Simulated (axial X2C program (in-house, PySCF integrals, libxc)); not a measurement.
**Spin–orbit effects along a row: molecules with Be (ions), PBE0**

All values come from calculations with an in-house all-electron X2C program for linear molecules (integrals from PySCF), spin-free (one-electron X2C) or two-component (2c: spin–orbit coupling with atomic mean-field Coulomb and Gaunt terms, which also bring small scalar terms), in Dyall basis sets with cores contracted in-house; open shells are unrestricted.

Basis sets: B dyall-v3z, Be dyall-cv3z, C dyall-v3z, F dyall-av3z, Li dyall-cv3z, N dyall-av3z, O dyall-av3z.

```tsv
molecule	spin-free state	Re (Å)	ωe (cm⁻¹)	De (eV)	2c state	Re 2c (Å)	ωe 2c (cm⁻¹)	De 2c (eV)
LiBe⁺	M_S = 0, Λ = 0	2.595	331.4	0.71	Ω = 0	2.595	331.4	0.71
BeB⁺	M_S = 0, Λ = 0	2.210	474.5	2.18	Ω = 0	2.210	474.5	2.18
BeC⁺	M_S = 3/2, Λ = 0	1.571	1141.9	2.93	Ω = 3/2	1.571	1141.9	2.93
BeN⁺	M_S = 1, Λ = 0	1.573	985.2	2.18	Ω = 1	1.573	985.3	2.18
BeO⁺	M_S = 1/2, Λ = 1	1.415	1288.9	3.69	Ω = 3/2	1.415	1288.9	3.69
BeF⁺	M_S = 0, Λ = 0	1.312	1462.3	5.97	Ω = 0	1.312	1462.2	5.97
```

Fragments in 2c: Be + Li+, B+ + Be, C + Be+, N + Be+, O + Be+, F + Be+. Each entry is the lowest single determinant of a limited PBE0 search at one distance. De goes to single-determinant-based atoms at the same level (for ions the charge split of lowest energy) and is withheld (n/a) where an atom does not fit its ground term or J level. Main or longest-lived isotopes. One determinant is a doubtful description, or other states lie close, for BeC⁺, BeN⁺; these need not be ground states, and all values refer to the states named. Some open-shell Ω = 0 determinants are out of reach, so the Ω given for BeN⁺ need not be the lowest component. With several unpaired electrons the Ω given is that of one determinant, not necessarily of the lowest component. Some light 2c atoms are not at their ground J level, so De misses part of their lowering (0.04 eV or less). The functionals have no current term, which raises determinants with orbital currents.
